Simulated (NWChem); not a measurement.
C4H4N, doublet; SMILES [c]1ccc[nH]1

Program: NWChem. Spin-unrestricted. In the optimisation the excess spin sits in a' (Cs, its own frame). All runs use the structure optimised with B3LYP/6-31G* (spherical d), spin-unrestricted. No stability test was run on the SCF state. Level: PBE0/def2-SVP with COSMO at NWChem's default radii, gas-phase geometry; rows give the dielectric constant. Reactions with the solvent are ignored.

| dielectric constant | electrostatic solvation energy (kcal/mol) | dipole in solution (D) |
|---|---|---|
| 1.5 | -1.7 | 2.02 |
| 3.9 | [?] | [?] |
| 7.6 | -4.9 | 2.36 |
| 11.7 | -5.2 | 2.39 |
| 20.7 | -5.5 | 2.42 |

Problem. Fill in the missing entries.

Solution. 
- 3.9, electrostatic solvation energy (kcal/mol): -4.1
- 3.9, dipole in solution (D): 2.27
